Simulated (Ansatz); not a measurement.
ClH₇N₂SSi₂ (`N[SiH2]S[SiH](N)Cl`) at its PBE0-D4/def2-TZVP geometry, where that method's forces vanish. Charge 0, multiplicity 1.

```csv
atom,x (Å),y (Å),z (Å)
N1,0.015,0.148,2.003
Si2,-0.672,1.290,0.938
S3,-1.729,0.525,-0.798
Si4,-0.306,-0.895,-1.425
N5,1.269,-0.281,-1.161
Cl6,-0.351,-2.664,-0.365
H7,-0.595,-0.443,2.546
H8,0.807,-0.378,1.664
H9,0.400,2.193,0.460
H10,-1.729,2.045,1.651
H11,-0.669,-1.275,-2.809
H12,1.502,0.640,-1.498
H13,2.059,-0.905,-1.206
```

**Question.** For each bond, give half the difference of the two atoms' forces along it (eV/Å; positive pushes the atoms apart) under PBE-D4, r2SCAN-D4, B3LYP-D4, ωB97M-V in def2-TZVPP. (Estimate.)

**Answer.** Computed: 
```tsv
bond	length (Å)	PBE-D4	r2SCAN-D4	B3LYP-D4	ωB97M-V
N1–Si2	1.706	0.11	0.03	0.11	0.11
N1–H7	1.008	0.19	0.03	-0.01	-0.02
N1–H8	1.009	0.20	0.01	-0.04	-0.03
Si2–S3	2.172	0.07	0.05	0.14	0.04
Si2–H9	1.481	0.05	-0.03	-0.13	-0.15
Si2–H10	1.482	0.07	-0.04	-0.16	-0.16
S3–Si4	2.107	0.09	0.03	0.09	0.01
Si4–N5	1.710	0.11	0.02	0.10	0.10
Si4–Cl6	2.063	0.17	0.06	0.18	0.06
Si4–H11	1.480	0.03	-0.05	-0.20	-0.21
N5–H12	1.008	0.18	0.02	-0.03	-0.02
N5–H13	1.008	0.18	0.02	-0.02	-0.02
```

B3LYP here is the variant with VWN-RPA as its local correlation; programs differ in this.
